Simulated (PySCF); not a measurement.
These 2 structures share the formula H7NOSeSi2. Level of theory: PBE0-D3(BJ)/def2-SVP geometry optimisation, gas phase (PySCF). Energies are electronic, without zero-point or thermal terms, for one conformer each. No frequencies were run at this level. Point groups hold within 0.08 Å.

Task: Rank from lowest to highest electronic energy at this level (kJ/mol).
A. `[NH2:1][Si@H:2]([OH:3])[Se:4][SiH3:5]` with H–N1–Si2–O3 -51° and 160°, N1–Si2–O3–H -58°, N1–Si2–Se4–Si5 -159°
B. `[NH2:1][Si@H:2]([SeH:3])[O:4][SiH3:5]` with H–N1–Si2–Se3 -49° and 163°, N1–Si2–Se3–H 155°, N1–Si2–O4–Si5 75°

Result: B (0.0), A (23.6).

As drawn, the higher has an O–H bond, which the lower lacks.

```
               SMILES       E (Eh)  E rel (kJ/mol)  dipole (D)  point group      A, B, C (MHz)
N[Si@H]([SeH])O[SiH3]  -3113.61513             0.0        1.60           C1  2766, 1051, 846.9
 N[Si@H](O)[Se][SiH3]  -3113.60615            23.6        1.79           C1   3029, 1252, 1013
```
